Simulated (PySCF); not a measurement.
## Lu: ionisation energy

Lu [Xe] 4f14 5d1 6s2 [5d3/2^1, M_J = 3/2] → Lu⁺ [Xe] 4f14 6s2, as a difference of total energies. Computed with PySCF 2.14 in x2c-QZVPPall-2c (16s16p12d6f2g, 184 functions), with the two-component X2C-1e Hamiltonian. Correlated levels: [Ar] 3d10 frozen; the 40 highest virtual spinors dropped. "Screened" scales the spin-orbit matrix elements by Boettger's factors to mimic the two-electron term; Breit and QED terms are absent.

**Question.** Order these methods by the ionisation energy they give, lowest first.
A. GHF (spin-free)
B. GMP2 (spin-free)
C. GMP2 (screened spin-orbit)
D. GHF (screened spin-orbit)

**Answer.** A (4.485 eV), D (4.590 eV), B (5.197 eV), C (5.385 eV).

The spin-free rows lack the spin-orbit shift.

For comparison: 5.426 eV (measured; NIST Atomic Spectra Database, ionization energies).
